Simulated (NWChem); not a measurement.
Everything below was run with NWChem. System: CCl₃, charge 0, spin multiplicity 2, at a geometry optimised with UPBE0/def2-SVP. The structure started from a generated list of species. Its SCF solution wasn't tested for a lower state. Level: UMP2/def2-TZVP, 16 core orbitals frozen.

NWChem printed:

```
             Northwest Computational Chemistry Package (NWChem) 7.3.0
             --------------------------------------------------------

                                NWChem Input Module
                                -------------------

 Scaling coordinates for geometry "geometry" by  1.889725989
 (inverse scale =  0.529177249)

 Turning off AUTOSYM since
 SYMMETRY directive was detected!

                             Geometry "geometry" -> ""
                             -------------------------

 Output coordinates in angstroms (scale by  1.889725989 to convert to a.u.)

  No.       Tag          Charge          X              Y              Z
 ---- ---------------- ---------- -------------- -------------- --------------
    1 Cl                  17.0000     0.84311200    -0.03272100     1.46037900
    2 C                    6.0000     0.00039000     0.26489100     0.00000000
    3 Cl                  17.0000     0.84311200    -0.03272100    -1.46037900
    4 Cl                  17.0000    -1.68636100    -0.02805000     0.00000000

 Effective nuclear repulsion energy (a.u.)     251.6592475089

            Nuclear Dipole moment (a.u.)
            ----------------------------
        X                 Y               Z
 ---------------- ---------------- ----------------
     0.0000207870    -0.0000340151     0.0000000000

      Symmetry information
      --------------------

 Group name             Cs
 Group number              2
 Group order               2
 No. of unique centers     3

      Symmetry unique atoms

     1    2    4


 Summary of "ao basis" -> "" (spherical)
 ------------------------------------------------------------------------------
       Tag                 Description            Shells   Functions and Types
 ---------------- ------------------------------  ------  ---------------------
 *                         def2-tzvp                  on all atoms

 Summary of "ao basis" -> "ao basis" (spherical)
 ------------------------------------------------------------------------------
       Tag                 Description            Shells   Functions and Types
 ---------------- ------------------------------  ------  ---------------------
 Cl                        def2-tzvp                13       37   5s5p2d1f
 C                         def2-tzvp                11       31   5s3p2d1f

                                 NWChem SCF Module
                                 -----------------

  ao basis        = "ao basis"
  functions       =   142
  atoms           =     4
  alpha electrons =    29
  beta  electrons =    28
  charge          =   0.00
  wavefunction    = UHF
  use symmetry    = T
  symmetry adapt  = T

 Summary of "ao basis" -> "ao basis" (spherical)
 ------------------------------------------------------------------------------
       Tag                 Description            Shells   Functions and Types
 ---------------- ------------------------------  ------  ---------------------
 Cl                        def2-tzvp                13       37   5s5p2d1f
 C                         def2-tzvp                11       31   5s3p2d1f

      Symmetry analysis of basis
      --------------------------

        a'         83
        a"         59

 Forming initial guess at       0.1s

   Symmetry analysis of molecular orbitals - initial alpha
   -------------------------------------------------------

  Numbering of irreducible representations:

     1 a'          2 a"

  Orbital symmetries:

     1 a'          2 a"          3 a'          4 a'          5 a'
     6 a"          7 a'          8 a'          9 a'         10 a"
    11 a'         12 a'         13 a"         14 a"         15 a'
    16 a"         17 a'         18 a'         19 a"         20 a'
    21 a'         22 a"         23 a'         24 a'         25 a"
    26 a'         27 a"         28 a"         29 a'         30 a'
    31 a"         32 a'         33 a'         34 a'         35 a"
    36 a'         37 a'         38 a"         39 a'

   Symmetry analysis of molecular orbitals - initial beta
   ------------------------------------------------------

  Numbering of irreducible representations:

     1 a'          2 a"

  Orbital symmetries:
[...]
           0.978660881340        1065.305124032236           0.000000000000
           0.000000000000           0.000000000000         536.029540302995

  Mulliken analysis of the total density
  --------------------------------------

    Atom       Charge   Shell Charges
 -----------   ------   -------------------------------------------------------
    1 Cl  17    17.03   2.01  0.45  1.52  1.10  0.83  4.18  1.69  1.07  2.79  1.32  0.02  0.05  0.01
    2 C    6     5.92   0.85  1.12  0.48  0.74 -0.02  1.09  1.34  0.07  0.03  0.20  0.01
    3 Cl  17    17.03   2.01  0.45  1.52  1.10  0.83  4.18  1.69  1.07  2.79  1.32  0.02  0.05  0.01
    4 Cl  17    17.03   2.01  0.45  1.52  1.10  0.83  4.18  1.69  1.07  2.79  1.32  0.02  0.05  0.01

  Mulliken analysis of the alpha density
  --------------------------------------

    Atom       Charge   Shell Charges
 -----------   ------   -------------------------------------------------------
    1 Cl  17     8.52   1.01  0.22  0.76  0.55  0.41  2.09  0.84  0.54  1.39  0.65  0.01  0.03  0.00
    2 C    6     3.44   0.43  0.56  0.28  0.41 -0.00  0.74  0.87  0.05  0.01  0.10  0.01
    3 Cl  17     8.52   1.01  0.22  0.76  0.55  0.41  2.09  0.84  0.54  1.39  0.65  0.01  0.03  0.00
    4 Cl  17     8.52   1.01  0.22  0.76  0.55  0.41  2.09  0.84  0.54  1.39  0.65  0.01  0.03  0.00

   Mulliken analysis of the beta density
   -------------------------------------

    Atom       Charge   Shell Charges
 -----------   ------   -------------------------------------------------------
    1 Cl  17     8.51   1.01  0.22  0.76  0.55  0.42  2.09  0.85  0.53  1.39  0.66  0.01  0.02  0.00
    2 C    6     2.48   0.43  0.56  0.20  0.33 -0.02  0.35  0.47  0.03  0.01  0.10  0.01
    3 Cl  17     8.51   1.01  0.22  0.76  0.55  0.42  2.09  0.85  0.53  1.39  0.66  0.01  0.02  0.00
    4 Cl  17     8.51   1.01  0.22  0.76  0.55  0.42  2.09  0.85  0.53  1.39  0.66  0.01  0.02  0.00

   Mulliken analysis of the spin density
   -------------------------------------

    Atom       Charge   Shell Charges
 -----------   ------   -------------------------------------------------------
    1 Cl  17     0.01   0.00  0.00 -0.00  0.00 -0.00  0.00 -0.00  0.01  0.00 -0.01  0.00  0.01  0.00
    2 C    6     0.96   0.00 -0.00  0.07  0.07  0.01  0.39  0.40  0.02 -0.00 -0.00 -0.00
    3 Cl  17     0.01   0.00  0.00 -0.00  0.00 -0.00  0.00 -0.00  0.01  0.00 -0.01  0.00  0.01  0.00
    4 Cl  17     0.01   0.00  0.00 -0.00  0.00 -0.00  0.00 -0.00  0.01  0.00 -0.01  0.00  0.01  0.00

       Multipole analysis of the density wrt the origin
       ------------------------------------------------

     L   x y z        total         alpha         beta         nuclear
     -   - - -        -----         -----         ----         -------
     0   0 0 0     -0.000000    -29.000000    -28.000000     57.000000

     1   1 0 0     -0.000262     -0.000685      0.000402      0.000021
     1   0 1 0      0.002372     -0.387269      0.389675     -0.000034
     1   0 0 1      0.000000      0.000000     -0.000000      0.000000

     2   2 0 0    -31.506937   -146.162943   -144.293708    258.949714
     2   1 1 0     -0.001395      0.236690      0.237627     -0.475712
     2   1 0 1     -0.000000      0.000000     -0.000000      0.000000
     2   0 2 0    -32.243470    -18.178077    -15.746584      1.681192
     2   0 1 1     -0.000000     -0.000000      0.000000      0.000000
     2   0 0 2    -31.508121   -146.160768   -144.292482    258.945130

                   NWChem MP2 Semi-direct Energy/Gradient Module
                   ---------------------------------------------

  Basis functions       =    142
  Molecular orbitals    =    142
  Frozen core           =     16
  Frozen virtuals       =      0
  Active alpha occupied =     13
  Active beta occupied  =     12
  Active alpha virtual  =    113
  Active beta virtual   =    114
  Use MO symmetry       = T
  Use skeleton AO sym   = T

  AO/Fock/Back tols     =   1.0D-09  1.0D-09  1.0D-09

 GA uses MA = F    GA memory limited = T

 Available:
  local mem=  1.26D+08
 global mem=  1.44D+08
 local disk=  0.00D+00
  mp2_memr nvloc                   113
  nvloc new                   113
   1 passes of  13:        5242880                     114555                  48197455.
   1 passes of  13: M    126148858           G      144138872           F     120905978.

 Semi-direct pass number   1 of   1  for UHF alpha       at        8.8s
  vrange nnbf                  9643
  mp2_eaftype                   183  avail_ma_in_mb                  1099
 EAF : mp2_eaftype filesize         183   24098727.
  mp2_eaf for mointskh                    183
Node 0 wrote    113.3 Mb in      0.0 s     Agg I/O rate:  2766.1 Mb/s
 Done moints_semi at       17.9s
  mp2_eaftype                   183  avail_ma_in_mb                   916
 EAF : mp2_eaftype filesize         183   24098727.
  mp2_eaf for kh                   183
 Done maket at       18.4s
 Done multipass loop at       18.4s

 GA uses MA = F    GA memory limited = T

 Available:
  local mem=  1.26D+08
 global mem=  1.44D+08
 local disk=  0.00D+00
  mp2_memr nvloc                   114
  nvloc new                   114
   1 passes of  12:        5242880                     109507                  44886049.
   1 passes of  12: M    126148858           G      144138872           F     120905978.

 Semi-direct pass number   1 of   1  for UHF beta        at       18.5s
  vrange nnbf                  9643
  mp2_eaftype                   171  avail_ma_in_mb                  1099
 EAF : mp2_eaftype filesize         171   22443024.
  mp2_eaf for mointskh                    171
Node 0 wrote    105.5 Mb in      0.0 s     Agg I/O rate:  2900.1 Mb/s
 Done moints_semi at       27.4s
  mp2_eaftype                   171  avail_ma_in_mb                   928
 EAF : mp2_eaftype filesize         171   22443024.
  mp2_eaf for kh                   171
 Done maket at       27.9s
 Done multipass loop at       27.9s

          -------------------------------------------
          SCF energy               -1416.356467602397
          Correlation energy          -0.692778309250
          Singlet pairs                0.000000000000
          Triplet pairs                0.000000000000
          Total MP2 energy         -1417.049245911647
          -------------------------------------------

          ---------------------------------------------------
                    Spin Component Scaled (SCS) MP2
          Same spin pairs                     -0.181682005457
          Same spin scaling factor             0.333333333333
          Opposite spin pairs                 -0.511096303793
          Opposite spin scaling fact.          1.200000000000
          SCS-MP2 correlation energy          -0.673876233037
          Total SCS-MP2 energy             -1417.030343835434
          ---------------------------------------------------

 -----------------------
 Performance information
 -----------------------

 Timer overhead =  1.26D-07 seconds/call

               Nr. of calls         CPU time (s)                 Wall time (s)                GFlops
             ---------------    -------------------     ------------------------------   -------------------
Name         Min   Avg   Max    Min     Avg     Max     Min     Avg     Max   Mx/calls   Min     Max     Sum
mp2: moin     2     2     2    18.     18.     18.      18.     18.     18.     9.0      0.0     0.0     0.0
mp2: make     2     2     2   0.99    0.99    0.99     0.99    0.99    0.99    0.49      0.0     0.0     0.0
mp2: tota     1     1     1    19.     19.     19.      19.     19.     19.     19.      0.0     0.0     0.0

 The average no. of pstat calls per process was 5.00D+00
 with a timing overhead of 6.29D-07s

 Task  times  cpu:       27.9s     wall:       27.9s

 Total times  cpu:       27.9s     wall:       27.9s
```

Problem. Write an NWChem input that would produce this output.

Solution. One answer among several that fit: 
```
start mol
memory heap 200 mb stack 900 mb global 1100 mb
geometry units angstroms nocenter noautoz
  Cl     0.843112    -0.032721     1.460379
  C      0.000390     0.264891     0.000000
  Cl     0.843112    -0.032721    -1.460379
  Cl    -1.686361    -0.028050     0.000000
  symmetry group Cs
end
basis spherical
  * library def2-tzvp
end
scf
  uhf
  nopen 1
  maxiter 100
  thresh 1e-7
  semidirect memsize 60000000 filesize 0
  # guess.movecs holds the orbitals of an unrestricted PBE0 run
  vectors input guess.movecs output mol.movecs
end
mp2
  freeze core 16
end
task mp2 energy
```
